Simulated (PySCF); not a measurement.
# Reading the logs of faulty runs: BCGeH4O cation

All numbers below are calculated, not measured. They come from PySCF 2.14.0, an open-source quantum chemistry program, on an isolated molecule that a program drew, which may never have been made. The molecule is BCGeH4O cation (charge +1, singlet), drawn as the SMILES string `O=B[CH2][GeH2+]`.

Each row is a Hartree-Fock (HF) and frozen-core CCSD(T) single point in the cc-pVDZ basis, meant for a local HF minimum. Run 1 is clean. Each other run has one planted mistake out of seven kinds, and not every kind appears here: one electron removed, one electron added, multiplicity raised by two, geometry at a saddle point, minimal basis STO-3G, one bond length entered in bohr, all coordinates scaled. The reference is restricted for singlets and unrestricted otherwise, and also for a bond in bohr. Adding or removing an electron swaps singlet and doublet. Electrons count all cores. HOMO and LUMO are orbital energies over both spins, the gradient is its largest component, and the lowest frequency (negative if imaginary) is given only where the gradient is small. Bond lengths are over the 7 bonds as drawn. T1 is the CCSD diagnostic: over 0.02 (restricted) or 0.045 (unrestricted) a single reference is doubtful. Germanium has the cc-pVDZ-PP basis, with a core potential (ECP10MDF) in place of its 10 inner electrons, and its 3s, 3p and 3d shells are frozen in CCSD(T).

Geometry of the clean run:
```xyz
8
BCGeH4O cation, angstrom
O    -1.9107    2.0649    2.8520
B    -1.4758    1.4410    1.9504
C    -1.0696    0.6162    0.6958
Ge   -2.6288    0.3194   -0.3939
H    -0.3295    1.1736    0.1160
H    -0.6612   -0.3482    1.0073
H    -3.4846   -0.9095   -0.1878
H    -3.0187    1.3179   -1.4598
```

| run | electrons | basis functions | <S^2> | HOMO (eV) | LUMO (eV) | gradient (hartree/bohr) | lowest frequency (cm^-1) | mean bond (Å) | longest bond (Å) | T1 | HF (hartree) | CCSD(T) (hartree) | mistake |
|---|---|---|---|---|---|---|---|---|---|---|---|---|---|
| 1 | 54 | 85 | 0.000 | -17.91 | -6.18 | 3.7e-05 | 91 | 1.4099 | 1.925 | 0.0177 | -432.88885 | -433.41054 | no fault |
| 2 | 54 | 85 | 1.459 | -14.23 | -6.02 | 2.3e-02 | - | 1.5598 | 2.229 | 0.0707 | -432.61581 | -433.09942 | one bond length entered in bohr |
| 3 | 54 | 85 | 2.023 | -12.26 | -8.64 | 1.9e-01 | - | 1.4099 | 1.925 | 0.0748 | -432.75150 | -433.23911 | multiplicity raised by two |
| 4 | 55 | 85 | 0.767 | -7.61 | 1.60 | 2.4e-02 | - | 1.4099 | 1.925 | 0.0162 | -433.14145 | -433.67407 | ? |

**Which mistake was planted in run 4, and what did it cost?**

It counts 55 electrons, one more than the clean run, at the same geometry and basis. So the mistake is: one electron added. Subtracting run 1 and multiplying by 627.51 kcal/mol a hartree, the energy moved by -158.5 kcal/mol in HF and -165.4 kcal/mol in CCSD(T).

Cautions from the logs. Run 2: T1 is over the limit, so its CCSD(T) energy is less reliable; run 3: T1 is over the limit, so its CCSD(T) energy is less reliable.
